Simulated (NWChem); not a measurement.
Species: MgNH₃O; SMILES [Mg]([OH])[NH2]

```xyz
6

Mg     0.0001    -0.0452    -0.0105
O     -0.0006    -1.8119     0.0242
H      0.0042    -2.7465    -0.1501
N     -0.0002     1.8416     0.0078
H     -0.8160     2.4468     0.0133
H      0.8162     2.4461     0.0144
```
Atoms are numbered in this order, from 1.

All runs: NWChem. The geometry was optimised at PBE0/def2-SVP.

Task: What does the run give for TPSS/pcseg-2? Quantities: highest occupied level (eV); orbital gap (eV); dipole (D).

Result: 
| Item | Result |
|---|---|
| highest occupied level (eV) | -4.95 |
| orbital gap (eV) | 3.61 |
| dipole (D) | 0.37 |
